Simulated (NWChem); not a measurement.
**Correlation energy of H3N2**

SMILES: [NH]N
```xyz
5

N      0.6511    -0.3566     0.0959
N     -0.5470     0.1891    -0.1233
H      1.3245     0.4159     0.0242
H     -0.7248     1.1746     0.0674
H     -1.3289    -0.4182     0.1002
```
Charge 0, spin multiplicity 2.

The numbers come from NWChem runs, not from measurements. The geometry was optimised at UPBE0/def2-SVP, a minimum by its harmonic frequencies. It is one conformer; others weren't searched.

Basis set: 6-311G**. Each correlation energy counts from its own Hartree-Fock reference.

```json
[
 {"method": "UMP2", "correlation energy (mHa)": "-338.8"},
 {"method": "SCS-UMP2", "correlation energy (mHa)": "-333.6"},
 {"method": "CCSD on UHF", "correlation energy (mHa)": "-362.5"},
 {"method": "CCSD[T] on UHF", "correlation energy (mHa)": "-374.2"},
 {"method": "CCSD(T) on UHF", "correlation energy (mHa)": "-373.6"},
 {"method": "CCSD on ROHF", "correlation energy (mHa)": "-368.4"},
 {"method": "CCSD[T] on ROHF", "correlation energy (mHa)": "-380.5"},
 {"method": "CCSD(T) on ROHF", "correlation energy (mHa)": "-379.9"}
]
```

The values span 47.0 mHa, from CCSD[T] on ROHF (lowest) to SCS-UMP2 (highest). 

The correlated methods keep 2 core orbitals frozen. The Pople sets run with spherical d functions. The structure started from a generated list of species. The stability of the SCF solutions was not checked. Open-shell Hartree-Fock references start from PBE0 orbitals. Coupled-cluster values serve here as a point of comparison, not as the truth.
